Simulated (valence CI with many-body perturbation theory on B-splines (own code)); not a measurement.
## Forbidden lines of Ce37+

Level of theory: configuration interaction combined with many-body perturbation theory (CI+MBPT): three valence electrons over a frozen Dirac-Fock core [Ar], radial functions for each j: 7 s, 7 p, 8 d, 6 f, 4 g, 1 h, with the one-electron correlation potential Σ1, the two-electron term Σ2, the three-electron term Σ3, Breit, model QED; selected CI, second order for the rest, scaled by the run's own slope (own B-spline code, finite nucleus).

No measured spectrum was set against this ion. As an estimate, large intervals hold to a few tenths of a per cent, small ones and those within an open d or f shell to about a per cent. Only levels of the ground parity were solved; by the run's estimate the other parity begins above the list, which can be wrong where configurations are misplaced.

Lines 1 to 50 of 66 in falling wavelength, among levels below 722340 cm⁻¹, chosen from the decays that carry over 1 % of a level's rate. Wavelengths and rates use the calculated energies. S is in atomic units (e²a₀⁴ for E2 and M2, e²a₀⁶ for E3), for M1 in squared Bohr magnetons. Weak lines are less certain than strong ones. Lines between different terms over intervals too small for the method are left out, as are lines whose strength nearly cancels. The highest levels of a list are the least certain.

Levels are named by their leading jj configuration (3d3/2^4 stands for four electrons in 3d with j = 3/2), which in mixed levels can hold well under half, so a name can repeat and another be missing. Letters in brackets count levels of one name in rising energy.

```
λ vac (nm)                      Upper                      Lower  Type   A (s⁻¹)  S (a.u.)
     939.3      (3d3/2^2 3d5/2) J=9/2      (3d3/2^2 3d5/2) J=7/2    M1  1.18e+01  3.63e+00
     365.8      (3d3/2^2 3d5/2) J=1/2      (3d3/2^2 3d5/2) J=3/2    M1  4.78e+02  1.73e+00
     225.2      (3d3/2^2 3d5/2) J=3/2  (3d3/2^2 3d5/2) J=5/2 [a]    M1  9.05e+02  1.53e+00
     191.4      (3d3/2^2 3d5/2) J=7/2  (3d3/2^2 3d5/2) J=5/2 [a]    M1  2.88e+03  5.98e+00
     166.9     (3d3/2 3d5/2^2) J=11/2      (3d3/2 3d5/2^2) J=9/2    M1  1.21e+03  2.50e+00
     143.9  (3d3/2 3d5/2^2) J=5/2 [b]  (3d3/2 3d5/2^2) J=3/2 [a]    M1  2.06e+03  1.37e+00
     104.1  (3d3/2 3d5/2^2) J=5/2 [a]  (3d3/2 3d5/2^2) J=7/2 [a]    M1  2.74e+03  6.86e-01
     96.30            (3d5/2^3) J=3/2  (3d3/2 3d5/2^2) J=3/2 [b]    M1  4.31e+03  5.71e-01
     86.90  (3d3/2 3d5/2^2) J=5/2 [a]  (3d3/2^2 3d5/2) J=5/2 [b]    M1  5.00e+03  7.30e-01
     80.01  (3d3/2^2 3d5/2) J=5/2 [b]      (3d3/2^2 3d5/2) J=7/2    M1  1.99e+03  2.26e-01
     77.17            (3d5/2^3) J=9/2     (3d3/2 3d5/2^2) J=11/2    M1  5.99e+03  1.02e+00
     75.29  (3d3/2^2 3d5/2) J=5/2 [b]      (3d3/2^2 3d5/2) J=3/2    M1  1.56e+04  1.48e+00
     72.83  (3d3/2 3d5/2^2) J=7/2 [b]  (3d3/2 3d5/2^2) J=7/2 [a]    M1  5.11e+03  5.86e-01
     72.72  (3d3/2^2 3d5/2) J=5/2 [a]            (3d3/2^3) J=3/2    M1  7.46e+04  6.38e+00
     72.01  (3d3/2 3d5/2^2) J=5/2 [b]  (3d3/2^2 3d5/2) J=5/2 [b]    M1  3.33e+04  2.76e+00
     69.46  (3d3/2 3d5/2^2) J=7/2 [a]      (3d3/2^2 3d5/2) J=7/2    M1  3.19e+04  3.17e+00
     68.16  (3d3/2 3d5/2^2) J=3/2 [b]      (3d3/2 3d5/2^2) J=1/2    M1  1.89e+04  8.89e-01
     67.57            (3d5/2^3) J=5/2  (3d3/2 3d5/2^2) J=3/2 [b]    M1  7.81e+03  5.36e-01
     65.40      (3d3/2 3d5/2^2) J=9/2      (3d3/2^2 3d5/2) J=9/2    M1  5.77e+04  5.99e+00
     63.98  (3d3/2 3d5/2^2) J=7/2 [b]  (3d3/2^2 3d5/2) J=5/2 [b]    M1  3.89e+03  3.02e-01
     61.56  (3d3/2 3d5/2^2) J=3/2 [b]  (3d3/2 3d5/2^2) J=3/2 [a]    M1  3.16e+04  1.09e+00
     61.14      (3d3/2 3d5/2^2) J=9/2      (3d3/2^2 3d5/2) J=7/2    M1  3.78e+04  3.20e+00
     57.19  (3d3/2 3d5/2^2) J=3/2 [a]      (3d3/2^2 3d5/2) J=1/2    M1  2.31e+04  6.42e-01
     56.43  (3d3/2^2 3d5/2) J=5/2 [b]  (3d3/2^2 3d5/2) J=5/2 [a]    M1  3.50e+03  1.40e-01
     54.97      (3d3/2^2 3d5/2) J=3/2            (3d3/2^3) J=3/2    M1  6.91e+04  1.70e+00
     52.77            (3d5/2^3) J=9/2      (3d3/2 3d5/2^2) J=9/2    M1  9.09e+04  4.95e+00
     52.47      (3d3/2 3d5/2^2) J=1/2      (3d3/2^2 3d5/2) J=1/2    M1  1.31e+05  1.41e+00
     50.96  (3d3/2 3d5/2^2) J=7/2 [a]  (3d3/2^2 3d5/2) J=5/2 [a]    M1  1.34e+05  5.27e+00
     49.46  (3d3/2 3d5/2^2) J=3/2 [a]      (3d3/2^2 3d5/2) J=3/2    M1  1.36e+05  2.44e+00
     47.83            (3d5/2^3) J=9/2  (3d3/2 3d5/2^2) J=7/2 [a]    M1  1.20e+05  4.88e+00
     47.79      (3d3/2^2 3d5/2) J=1/2            (3d3/2^3) J=3/2    M1  2.48e+04  2.01e-01
     46.99     (3d3/2 3d5/2^2) J=11/2      (3d3/2^2 3d5/2) J=9/2    M1  4.20e+04  1.94e+00
     45.89      (3d3/2 3d5/2^2) J=1/2      (3d3/2^2 3d5/2) J=3/2    M1  6.02e+03  4.31e-02
     45.33            (3d5/2^3) J=3/2  (3d3/2 3d5/2^2) J=5/2 [a]    M1  9.79e+04  1.35e+00
     44.74            (3d5/2^3) J=5/2  (3d3/2 3d5/2^2) J=7/2 [b]    M1  3.84e+04  7.65e-01
     43.14  (3d3/2 3d5/2^2) J=3/2 [b]  (3d3/2^2 3d5/2) J=5/2 [b]    M1  8.05e+04  9.58e-01
     41.66  (3d3/2 3d5/2^2) J=5/2 [a]      (3d3/2^2 3d5/2) J=7/2    M1  1.71e+04  2.75e-01
     41.50            (3d5/2^3) J=5/2  (3d3/2 3d5/2^2) J=5/2 [b]    M1  9.30e+04  1.48e+00
     40.55  (3d3/2 3d5/2^2) J=3/2 [a]  (3d3/2^2 3d5/2) J=5/2 [a]    M1  7.35e+04  7.27e-01
     40.34  (3d3/2 3d5/2^2) J=5/2 [a]      (3d3/2^2 3d5/2) J=3/2    M1  5.71e+04  8.33e-01
     39.91            (3d5/2^3) J=3/2      (3d3/2 3d5/2^2) J=1/2    M1  3.85e+04  3.63e-01
     37.90  (3d3/2 3d5/2^2) J=5/2 [b]      (3d3/2^2 3d5/2) J=7/2    M1  3.51e+04  4.25e-01
     37.77            (3d5/2^3) J=5/2  (3d3/2 3d5/2^2) J=5/2 [a]    M1  3.94e+04  4.73e-01
     37.55            (3d5/2^3) J=3/2  (3d3/2 3d5/2^2) J=3/2 [a]    M1  6.58e+04  5.17e-01
     36.95  (3d3/2 3d5/2^2) J=7/2 [b]      (3d3/2^2 3d5/2) J=9/2    M1  2.67e+04  4.00e-01
     36.81  (3d3/2 3d5/2^2) J=5/2 [b]      (3d3/2^2 3d5/2) J=3/2    M1  5.01e+03  5.56e-02
     35.55  (3d3/2 3d5/2^2) J=7/2 [b]      (3d3/2^2 3d5/2) J=7/2    M1  2.03e+04  2.70e-01
     34.21  (3d3/2 3d5/2^2) J=5/2 [a]  (3d3/2^2 3d5/2) J=5/2 [a]    M1  1.20e+04  1.07e-01
     32.21            (3d5/2^3) J=5/2  (3d3/2 3d5/2^2) J=3/2 [a]    M1  1.06e+05  7.86e-01
     31.77  (3d3/2^2 3d5/2) J=5/2 [b]            (3d3/2^3) J=3/2    M1  8.10e+03  5.78e-02
```
